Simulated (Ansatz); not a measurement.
`O[SiH](O)C[SiH](O)F` + `C[NH][GeH3]` → `C[N]([GeH3])[SiH](O)F` + `C[SiH](O)O`  (ligand exchange at the Si–C bond)

Gas-phase electronic energies from Ansatz, PBE0-D4/def2-TZVP geometries. CCSD(T)/CBS is the MP2 limit (def2-TZVPP, def2-QZVPP) plus CCSD(T) − MP2 in def2-TZVPP, frozen cores. DFT in def2-TZVPP. B3LYP here is the variant with VWN-RPA as its local correlation; programs differ in this. For Ge outer-core shells are correlated without core-valence functions, which leaves a few kJ/mol of doubt a bond. Scalar relativity is left out up to krypton. One conformer a species, not always the lowest.

```json
{"level": "B3LYP-D4", "ΔE (kcal/mol)": "-11.9"}
{"level": "ωB97X-V", "ΔE (kcal/mol)": "-11.3"}
{"level": "B2PLYP", "ΔE (kcal/mol)": "-12.6"}
{"level": "MP2/def2-QZVPP", "ΔE (kcal/mol)": "-12.9"}
```

(1) What does CCSD(T)/CBS give? (Estimate.)

Largest T1 diagnostic among the species: 0.012.

Answers

(1) Computed: -12.2 kcal/mol. The listed levels differ from it by 0.3, 0.9, -0.4, -0.7 kcal/mol.

In def2-TZVPP, CCSD(T) changes the Hartree–Fock value by +2.6 kcal/mol (the triples alone add +0.5 kcal/mol) and MP2 by +2.1 kcal/mol. From PBE to PBE0 (25 % exact exchange), in def2-TZVPP and without D4, ΔE moves by −0.7 kcal/mol.
